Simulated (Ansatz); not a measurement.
Two isomers of CH4OSn: A = `[CH2]1[O][SnH2]1`, B = `O=[CH][SnH3]`.

Computed with Ansatz on PBE0-D4/def2-TZVP structures; ΔE is electronic, products minus reactants. CCSD(T)/CBS adds triple-zeta CCSD(T) − MP2 to the extrapolated MP2 energy (def2 sets, frozen cores). Functionals use def2-TZVPP. B3LYP here is the variant with VWN-RPA as its local correlation; programs differ in this. def2 core potentials past Kr. For Sn outer-core shells are correlated without core-valence functions, which leaves a few kJ/mol of doubt a bond.

A:

Z-matrix (Å, degrees):
```
C
Sn 1 2.220
O 1 1.301 2 72.6
H 1 1.097 2 110.0 3 116.2
H 1 1.097 2 110.0 3 -116.2
H 2 1.715 1 113.6 3 62.1
H 2 1.715 1 113.6 3 -62.1
```

B:

Z-matrix (Å, degrees):
```
Sn
C 1 2.211
H 1 1.708 2 109.0
H 1 1.708 2 109.0 3 118.5
H 1 1.701 2 108.3 3 -120.8
O 2 1.197 1 122.2 3 120.5
H 2 1.116 1 118.0 3 -59.5
```

Problem. Which is lower in electronic energy at CCSD(T)/CBS, and by how much? (Best estimate.)

Solution. The calculation gave: B, by 4.9 kcal/mol.

Problem. Give E(B) − E(A) in kcal/mol with PBE0-D4, HF/def2-TZVPP, CCSD/def2-TZVPP, ωB97M-V, B3LYP, CCSD(T)/def2-SVP, CCSD(T)/def2-TZVPP. (Estimate.)

Solution. The calculation gave: PBE0-D4 -5.0, HF/def2-TZVPP -19.6, CCSD/def2-TZVPP -10.2, ωB97M-V -8.9, B3LYP -5.8, CCSD(T)/def2-SVP -11.4, CCSD(T)/def2-TZVPP -7.5. None reverses the order clearly.

Problem. Does the order hold for the free energy at 298.15 K (harmonic terms from PBE0-D4)? (Best estimate.)

Solution. Ansatz gave: Yes: G(B) − G(A) = -8.3 kcal/mol. Modes under 60 cm⁻¹, often nearly free rotors, make the harmonic entropy too high.

Largest T1 diagnostic: 0.019.

From BLYP to BHLYP (50 % exact exchange), in def2-TZVPP and without D4, E(B) − E(A) moves by −6.3 kcal/mol. Leaving LDA and LC-ωPBE aside and taking each functional with its dispersion term where it has one, the values, not all of them listed here, spread over 8.7 kcal/mol, from ωB97X-V to PBE-D4. LDA lies +2.6 kcal/mol from PBE without D4.
